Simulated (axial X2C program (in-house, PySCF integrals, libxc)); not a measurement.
# InP: properties at the nuclei

Computed with an axial X2C code built on PySCF integrals: two-component X2C with atomic mean-field Coulomb and Gaunt terms, Gaussian nuclei, basis In dyall-cv3z, P dyall-v3z with contracted cores.

R = 2.435 Å (near the PBE0 minimum at charge 0 of the determinant lowest at the starting distance; the state shown can have its own minimum elsewhere).

Input and command:
```json
{"zs": [49, 15], "q": 0, "bas": ["dyall-cv3z", "dyall-v3z"], "r0": 2.38, "levels": ["PBE0", "HF", "BP86", "TPSSh", "LDA"], "nst": 3}
```
```bash
python soeom.py task.json out
```

Keys: zs atomic numbers; q charge; bas basis sets; r0 starting distance in Å; levels methods; nst determinants followed.

Determinant lowest in the PBE0 search, Ω = 2 (⟨Sz⟩ = 1.00, ⟨Lz⟩ = 1.00 at PBE0), spin on the atoms In 0.19, P 0.81:

```tsv
level	Eeff magnitude (GV/cm)	Ws magnitude In (kHz)	A∥/gI In (MHz)	qzz In (a.u.)	A∥/gI P (MHz)	qzz P (a.u.)	μ (D)
PBE0	8.77	2.59	242	-2.47	108	0.74	-2.95
HF	10.4	3.1	-7.03	-2.98	77.7	0.83	-3.02
BP86	7.86	2.33	319	-2.09	124	0.66	-2.63
TPSSh	8.71	2.57	279	-2.35	124	0.71	-2.90
LDA	7.7	2.28	360	-2.08	136	0.65	-2.54
```

Eeff is the effective electric field on the electron electric dipole moment in this Ω state and Ws the scalar–pseudoscalar constant of the nucleus named (defined with the proton number Z and per Ω); A∥ (defined per Ω) follows by multiplying with gI = μI/(I μN); qzz is the electric field gradient, eQq0 = 234.96 MHz × Q/barn × qzz; μ is positive if the P end (last atom) is positive. The operators were transformed with the bare-nucleus X2C matrices; with these basis sets, hyperfine constants and field gradients can be off by tens of per cent, and where levels differ in sign neither size nor sign is settled.

With Q(115In) = 0.772 barn, gI(31P) = 2.2632 (g factors from the IAEA table of nuclear moments by Stone; Q from Pyykkö, Mol. Phys. 2018), turn the PBE0 values of the first state into constants in MHz.

eQq0(115In) = 234.96 × (0.772) × (-2.47) = -448 MHz; A∥(31P) = 108 × 2.2632 = 244 MHz.

Each state is one determinant with collinear spin, which with several unpaired electrons need not be a pure state. Unrestricted Hartree–Fock can overshoot spin polarisation at the nuclei. With several open shells hyperfine constants can be off by a factor of several. Open-shell Ω = 0 determinants with evenly filled partner blocks cannot be reached by this program, so the Ω shown need not be the lowest component. At HF, PBE0, TPSSh a later determinant lies lower. States lie within half an eV, so the first need not be the ground state. Further determinants of the search, some of them spin-mixed, are not shown. Where a field gradient or hyperfine factor spreads by more than a factor of two over the levels, a constant derived from it is not to be relied on.
